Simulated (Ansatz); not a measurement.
Calculated with Ansatz (gas phase, PBE0-D4/def2-TZVP geometries, no zero-point term in ΔE). CCSD(T)/CBS is the MP2 limit (def2-TZVPP, def2-QZVPP) plus CCSD(T) − MP2 in def2-TZVPP, frozen cores. This one scheme is used for every species. Functionals use def2-TZVPP. Each species was taken in one conformer, which may not be the lowest.

`C[SiH](C)CO` + H₂S → `C[SiH](S)CO` + CH₄  (ligand exchange at the Si–C bond)

```csv
level,ΔE (kJ/mol),difference from CCSD(T)/CBS
PBE-D4,-82.9,-5.7
r2SCAN-D4,-82.1,-4.9
ωB97X-V,-76.5,0.7
ωB97M-V,-77.0,0.2
B2PLYP,-78.0,-0.8
r2SCAN,-81.9,-4.7
HF/def2-TZVPP,-73.3,3.9
MP2/def2-TZVPP,-80.5,-3.3
SCS-MP2/def2-TZVPP,-76.8,0.4
CCSD/def2-TZVPP,-72.5,4.7
CCSD(T)/def2-TZVPP,-74.7,2.5
HF/def2-QZVPP,-72.5,4.7
SCS-MP2/def2-QZVPP,-78.0,-0.8
HF/CBS(def2),-72.4,4.8
MP2/CBS(def2),-83.0,-5.8
CCSD/CBS(def2),-75.0,2.2
CCSD(T)/CBS,-77.2,0
```

Largest T1 diagnostic among the species: 0.011.

The D4 term adds −3.0 kJ/mol with B3LYP and −1.5 kJ/mol with PBE0; it sums over pairs of atoms, weighted by their polarisabilities, and B3LYP, whose exchange is more repulsive, gets the larger term.

B3LYP here is the variant with VWN-RPA as its local correlation; programs differ in this.
